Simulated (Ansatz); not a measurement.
Geometry optimisation, Ansatz 0.2.0, RKS BHLYP-D4/def2-SVP.

Input:

```yaml
crystal:
  periodic: [false, false, false]
  atoms:
    - { symbol: Ga, position_ang: [-0.003439, 0.263899, -0.046123] }
    - { symbol: Cl, position_ang: [-0.001798, 0.438028, 2.171702] }
    - { symbol: H, position_ang: [1.409726, 0.306411, -0.674863] }
    - { symbol: H, position_ang: [-1.420952, 0.235928, -0.666428] }
    - { symbol: F, position_ang: [0.084898, -2.466037, 0.897695] }
    - { symbol: H, position_ang: [0.077565, -2.089728, 1.737716] }
basis:
  gaussian: { orbitals: def2-SVP }
hamiltonian:
  xc: { name: BHLYP }
  dispersion: d4
relax:
  f_tol: 0.03
  max_steps: 50
output:
  orbitals: {}
```

Command:

```bash
$ ansatz run input.yaml --threads 1 --pin off --max-ram 2048MiB --backend cpu --events-out ev --progress --plain --runs-dir out
```

Where does it end, and by what steps?

The run converged. After 6 steps the energy has fallen by 0.217 eV; F5 moved furthest, 0.43 Å.

```
step  energy less start (eV)  largest force component (eV/Å)  accepted
   0                  0.0000                           0.559       yes
   1                 -0.1065                           0.309       yes
   2                 -0.2042                           0.450       yes
   3                 -0.2106                           0.311       yes
   4                 -0.2149                           0.106       yes
   5                 -0.2167                           0.036       yes
   6                 -0.2168                           0.006       yes
```

```xyz
6
Properties=species:S:1:pos:R:3
Ga 0.006 0.029 0.037
Cl 0.005 0.323 2.244
H 1.413 0.158 -0.597
H -1.411 0.077 -0.587
F 0.069 -2.083 0.713
H 0.065 -1.816 1.610
```

Whether the end is a true minimum wasn't checked by a vibrational analysis.

Time of the run: 23 s on 1 thread of Arm Neoverse V1, on a shared host, peak memory 0.16 GiB.
